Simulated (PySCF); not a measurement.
UHF on Kr²⁺ (krypton, charge +2)

Configuration: [Ar] 3d10 4s2 4p4, high-spin 3P determinant. Calculation: PySCF 2.14, in Sapporo-DKH3-DZP-2012 (6s5p3d1f, 43 functions); scalar relativity by spin-free X2C-1e.

* Total energy: -2786.772480 hartree
* One-electron energy: -3843.2827 hartree
* Hartree (Coulomb) energy: 1151.3885 hartree
* Exchange energy: -94.8783 hartree
* ⟨S²⟩: 2.0061
* ⟨L²⟩: 2.019
* Sum of ⟨r⟩: 21.25 bohr
* Sum of ⟨r²⟩: 25.88 bohr²
* Traceless quadrupole moment −½Σ⟨3z² − r²⟩ along its main axis: -1.49 e·bohr²
* Langevin diamagnetic susceptibility: -20.5 ×10⁻⁶ cm³/mol
* Time after the integrals: 0.09 s of wall time on 1 thread of Intel(R) Xeon(R) 6975P-C (shared host)

```tsv
shell	electrons	mean orbital energy (eV)	spread (eV)	rms radius, mean of both spins (bohr)
1s α	1	-14430.1	0	0.0478
1s β	1	-14429.7	0	0.0478
2s α	1	-1986.5	0	0.199
2s β	1	-1986.3	0	0.199
2p α	3	-1754.7	0.297	0.177
2p β	3	-1754.3	0.138	0.177
3s α	1	-331.31	0	0.565
3s β	1	-330.67	0	0.565
3p α	3	-254.96	0.888	0.581
3p β	3	-254.11	0.130	0.581
3d α	5	-127.89	0.833	0.610
3d β	5	-127.45	0.440	0.610
4s α	1	-57.572	0	1.62
4s β	1	-50.795	0	1.62
4p α	3	-37.942	2.127	1.87
4p β	1	-35.089	0	1.87
```

Densities and radii are taken from the X2C orbitals without a picture-change correction, which distorts them close to the nucleus.
